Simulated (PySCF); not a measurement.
selenium dioxide (O2Se), SMILES [Se](=O)=O. Heavy atoms are numbered as in [O:1]=[Se:2]=[O:3].

Coordinates come from a ωB97X-D3(BJ)/def2-TZVP optimisation.

Computed with PySCF with B3LYP/def2-TZVPD.

Mulliken values depend strongly on the basis, most of all with diffuse functions as here. Atomic charges (e), one atom of each kind:

```csv
atom,IAO,Mulliken
O1,-0.74,-0.50
Se2,1.48,1.00
```
